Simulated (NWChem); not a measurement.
System: C₂H₄F₂OSi; SMILES O=CC(F)(F)[SiH3]

The following NWChem deck was run.

```
start job
memory heap 200 mb stack 900 mb global 1100 mb
geometry units angstroms noautoz
  O     -0.871202     2.074351     0.045097
  C     -0.145509     1.352081    -0.573736
  C      0.412461     0.056052     0.001193
  F      0.826045     0.272576     1.274299
  F      1.496500    -0.300243    -0.745287
  Si    -0.858889    -1.410428     0.005283
  H      0.157867     1.541656    -1.635397
  H     -1.984456    -1.051174     0.909192
  H     -1.342877    -1.611920    -1.390505
  H     -0.122215    -2.608875     0.490159
end
basis spherical
  * library def2-svp
end
dft
  xc pbe0
  iterations 150
  mulliken
end
task dft energy
```

Parts of the log:

```
             Northwest Computational Chemistry Package (NWChem) 7.3.0
             --------------------------------------------------------

 C1  symmetry detected

                             Geometry "geometry" -> ""
                             -------------------------

 Output coordinates in angstroms (scale by  1.889725989 to convert to a.u.)

  No.       Tag          Charge          X              Y              Z
 ---- ---------------- ---------- -------------- -------------- --------------
    1 O                    8.0000    -0.97212663     2.00705896     0.01214809
    2 C                    6.0000    -0.19499095     1.31947645    -0.58329208
    3 C                    6.0000     0.40640995     0.05183921     0.01082728
    4 F                    9.0000     0.77129369     0.28880050     1.29513349
    5 F                    9.0000     1.52779067    -0.25330177    -0.70241415
    6 Si                  14.0000    -0.79362876    -1.47325170    -0.01943731
    7 H                    1.0000     0.13045557     1.52232097    -1.63592612
    8 H                    1.0000    -1.96128696    -1.16699042     0.84992702
    9 H                    1.0000    -1.22587570    -1.69863885    -1.42849046
   10 H                    1.0000    -0.01575044    -2.63502206     0.48974191

 Effective nuclear repulsion energy (a.u.)     305.1733435391

                                 NWChem DFT Module
                                 -----------------

 Summary of "ao basis" -> "ao basis" (spherical)
 ------------------------------------------------------------------------------
       Tag                 Description            Shells   Functions and Types
 ---------------- ------------------------------  ------  ---------------------
 O                          def2-svp                 6       14   3s2p1d
 C                          def2-svp                 6       14   3s2p1d
 F                          def2-svp                 6       14   3s2p1d
 Si                         def2-svp                 8       18   4s3p1d
 H                          def2-svp                 3        5   2s1p

            General Information
            -------------------
          SCF calculation type: DFT
          Wavefunction type:  closed shell.
          No. of atoms     :    10
          No. of electrons :    56
           Alpha electrons :    28
            Beta electrons :    28
          Charge           :     0
          Spin multiplicity:     1
          Use of symmetry is: off; symmetry adaption is: off
          Maximum number of iterations: 150
          AO basis - number of functions:   108
                     number of shells:    50
          Convergence on energy requested:  1.00D-06
          Convergence on density requested:  1.00D-05
          Convergence on gradient requested:  5.00D-04

              XC Information
              --------------
                         PBE0 Method XC Functional
                     Hartree-Fock (Exact) Exchange  0.250
          PerdewBurkeErnzerhof Exchange Functional  0.750
            Perdew 1991 LDA Correlation Functional  1.000 local
           PerdewBurkeErnz. Correlation Functional  1.000 non-local

             Grid Information
             ----------------
          Grid used for XC integration:  medium
          Radial quadrature: Mura-Knowles
          Angular quadrature: Lebedev.
          Tag              B.-S. Rad. Rad. Pts. Rad. Cut. Ang. Pts.
          ---              ---------- --------- --------- ---------
          O                   0.60       49          12.0       434
          C                   0.70       49          11.0       434
          F                   0.50       49          10.0       434
          Si                  1.10       88          10.0       590
          H                   0.35       45          12.0       434
          Grid pruning is: on
          Number of quadrature shells:   513
          Spatial weights used:  Erf1

      Superposition of Atomic Density Guess
      -------------------------------------

 Sum of atomic energies:        -639.26145803

      Non-variational initial energy
      ------------------------------

 Total energy =    -641.338319
 1-e energy   =   -1492.438868
 2-e energy   =     545.927205
 HOMO         =      -0.271943
 LUMO         =      -0.044285

     ---------------------------------------------
      Total Density - Mulliken Population Analysis
     ---------------------------------------------

    Atom       Charge   Shell Charges
 -----------   ------   -------------------------------------------------------
    1 O    8     8.68   1.99  1.13  0.67  3.05  1.82  0.01
    2 C    6     5.40   1.99  0.96  0.27  1.58  0.53  0.08
    3 C    6     5.34   1.99  0.91  0.28  1.46  0.61  0.09
    4 F    9     9.41   1.99  1.14  0.77  3.45  2.05  0.00
    5 F    9     9.42   1.99  1.14  0.78  3.45  2.06  0.00
    6 Si  14    13.58   2.00  1.99  1.02  0.28  5.94  1.15  1.09  0.11
    7 H    1     0.97   0.69  0.26  0.02
    8 H    1     1.07   0.69  0.36  0.01
    9 H    1     1.07   0.69  0.37  0.01
   10 H    1     1.06   0.69  0.36  0.01

   convergence    iter        energy       DeltaE   RMS-Dens  Diis-err
 ---------------- ----- ----------------- --------- --------- ---------
 d= 0,ls=0.0,diis     1   -641.9340896692 -9.47D+02  2.11D-02  1.68D+00
 d= 0,ls=0.0,diis     2   -641.4821875757  4.52D-01  1.43D-02  6.70D+00
 d= 0,ls=0.0,diis     3   -642.1267599389 -6.45D-01  2.43D-03  7.86D-02
 d= 0,ls=0.0,diis     4   -642.1308778715 -4.12D-03  1.10D-03  3.83D-02
 d= 0,ls=0.0,diis     5   -642.1343841980 -3.51D-03  1.59D-04  8.36D-04
  Resetting Diis
 d= 0,ls=0.0,diis     6   -642.1344512721 -6.71D-05  4.70D-05  2.99D-05
 d= 0,ls=0.0,diis     7   -642.1344546674 -3.40D-06  2.72D-05  2.69D-06
 d= 0,ls=0.0,diis     8   -642.1344544240  2.43D-07  1.37D-05  5.65D-06
 d= 0,ls=0.0,diis     9   -642.1344549697 -5.46D-07  3.30D-06  2.96D-07

         Total DFT energy =     -642.134454969660
      One electron energy =    -1494.600486245366
           Coulomb energy =      609.526262520809
    Exchange-Corr. energy =      -62.233574784198
 Nuclear repulsion energy =      305.173343539095

 Numeric. integr. density =       56.000007229426

                       DFT Final Molecular Orbital Analysis
                       ------------------------------------

 Vector   26  Occ=2.000000D+00  E=-3.815142D-01
              MO Center= -1.2D+00, -1.4D+00,  2.7D-01, r^2= 2.5D+00
   Bfn.  Coefficient  Atom+Function         Bfn.  Coefficient  Atom+Function
  ----- ------------  ---------------      ----- ------------  ---------------
    94      0.370978   8 H  s                78     -0.193134   6 Si px
   104     -0.190796  10 H  s                95      0.189231   8 H  s
    80      0.186465   6 Si pz               99     -0.182067   9 H  s
    79      0.144910   6 Si py               81     -0.133692   6 Si px
    83      0.115723   6 Si pz               75      0.107992   6 Si px

 Vector   27  Occ=2.000000D+00  E=-3.515488D-01
              MO Center= -1.2D-01,  1.6D-01, -2.3D-02, r^2= 3.5D+00
   Bfn.  Coefficient  Atom+Function         Bfn.  Coefficient  Atom+Function
  ----- ------------  ---------------      ----- ------------  ---------------
    31      0.360148   3 C  s                 5      0.227205   1 O  py
    47     -0.218281   4 F  py                6     -0.213453   1 O  pz
    32     -0.212479   3 C  px               61     -0.201448   5 F  py
    33     -0.186402   3 C  py               60     -0.179947   5 F  px
    79      0.175195   6 Si py                8      0.165611   1 O  py

 Vector   28  Occ=2.000000D+00  E=-2.889504D-01
              MO Center= -3.4D-01,  1.1D+00, -1.9D-01, r^2= 2.9D+00
   Bfn.  Coefficient  Atom+Function         Bfn.  Coefficient  Atom+Function
  ----- ------------  ---------------      ----- ------------  ---------------
     6      0.385890   1 O  pz               33     -0.305791   3 C  py
     5     -0.280663   1 O  py                9      0.281621   1 O  pz
    89      0.232616   7 H  s                 8     -0.215281   1 O  py
    90      0.192306   7 H  s                36     -0.163013   3 C  py
    61     -0.163812   5 F  py               47     -0.162636   4 F  py

 Vector   29  Occ=0.000000D+00  E=-6.229252D-02
              MO Center= -3.3D-01,  1.1D+00, -2.8D-01, r^2= 2.7D+00
   Bfn.  Coefficient  Atom+Function         Bfn.  Coefficient  Atom+Function
  ----- ------------  ---------------      ----- ------------  ---------------
    21      0.384520   2 C  px               18      0.360558   2 C  px
     7     -0.321171   1 O  px                4     -0.313156   1 O  px
    22      0.258499   2 C  py               81      0.259644   6 Si px
    19      0.234917   2 C  py                8     -0.230322   1 O  py
   105     -0.227618  10 H  s                 5     -0.214014   1 O  py

 Vector   30  Occ=0.000000D+00  E= 2.019660D-02
              MO Center= -1.0D+00, -1.6D+00, -6.1D-02, r^2= 3.4D+00
   Bfn.  Coefficient  Atom+Function         Bfn.  Coefficient  Atom+Function
  ----- ------------  ---------------      ----- ------------  ---------------
    82      1.230565   6 Si py               31     -1.089583   3 C  s
    81      0.690360   6 Si px              105      0.540634  10 H  s
    35      0.381912   3 C  px               36      0.343916   3 C  py
   100      0.282150   9 H  s                95      0.272421   8 H  s
    17      0.182200   2 C  s                79      0.182306   6 Si py

[...]
```

Level: PBE0/def2-SVP. The geometry was optimised at PBE0/def2-SVP.
